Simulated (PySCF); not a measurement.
## Löwdin shares of the frontier orbitals

Species: C4H8F3NSi.
Z-matrix (Å and degrees, PBE0-D3(BJ)/def2-SVP geometry), rows numbered from 1:
```
F 
C   1  1.3461
F   2  1.3460  1  106.78
F   2  1.3445  1  106.90  3  -114.23
Si  2  1.9343  1  111.62  3   122.58
C   5  1.8804  2  110.12  1    46.02
C   6  1.5384  5  102.32  2  -131.91
C   7  1.5305  6  109.10  5    34.40
N   8  1.4554  7  106.46  6   -41.38
H   5  1.4920  2  104.28  1   175.98
H   6  1.0991  5  115.58  2   105.11
H   6  1.1035  5  107.65  2   -14.85
H   7  1.1027  6  109.09  5   -83.85
H   7  1.1013  6  112.06  5   157.70
H   8  1.1090  7  109.97  6    80.44
H   8  1.1033  7  110.36  6  -161.90
H   9  1.0113  5  127.14  2   -54.13
```

Level of theory: TDDFT CAM-B3LYP/def2-SVPD, vertical, gas phase, core orbitals frozen in the response (PySCF 2.14.0, density-fitted response routines).

Kohn–Sham orbitals with the atoms that hold most of them (Löwdin shares over 4%, at most four atoms; ? is withheld):

| orbital | ε (eV) | atoms |
| --- | --- | --- |
| LUMO+2 | 1.76 | Si5 21%, F4 14%, C2 12%, F3 10% |
| LUMO+1 | 1.29 | Si5 23%, H10 12%, C6 10%, F3 8% |
| LUMO | 1.07 | ? |
| HOMO | ? | N9 54%, C8 12%, Si5 8%, H15 6% |
| HOMO-1 | -10.25 | ? |
| HOMO-2 | -10.78 | Si5 15%, C6 11%, C2 11%, H10 10% |
| HOMO-3 | -11.44 | C8 26%, C7 21%, C6 16%, H16 11% |

(1) Which atoms hold the LUMO, and with what shares?

(2) Give the leading atoms of the HOMO-1.

(3) What is the HOMO energy, and the HOMO–LUMO gap?

Results:

(1) Si5 (bonded to 2 C, N and H) 20%; C8 (bonded to C, N and 2 H) 12%; C7 (bonded to 2 C and 2 H) 10%; H17 (bonded to N) 9%. By element: carbon 22% or more, silicon 20%, hydrogen 9% or more.

(2) C6 (bonded to C, Si and 2 H) 32%; Si5 (bonded to 2 C, N and H) 20%; C7 (bonded to 2 C and 2 H) 12%; C2 (bonded to 3 F and Si) 7%. By element: carbon 51% or more, silicon 20%.

(3) ε(HOMO) = -8.51 eV; the gap is 9.58 eV (0.3519 hartree).

Problem. How does S1 compare with the orbital gap of 9.58 eV?

Solution. S1 is at 6.28 eV (f = 0.0075), 3.30 eV below the gap, made of HOMO→LUMO (62%), HOMO→LUMO+1 (32%). 

Next come S2 at 6.70 eV (f 0.0077), HOMO→LUMO+1 (55%), HOMO→LUMO (27%); S3 at 7.36 eV (f 0.0009), HOMO→LUMO+2 (39%), HOMO→LUMO+4 (21%), HOMO→LUMO+3 (18%); S4 at 7.63 eV (f 0.0095), HOMO→LUMO+3 (69%), HOMO→LUMO+2 (14%); S5 at 7.83 eV (f 0.0088), HOMO→LUMO+5 (45%), HOMO→LUMO+4 (23%), HOMO→LUMO+2 (11%).

One conformer stands for the species.
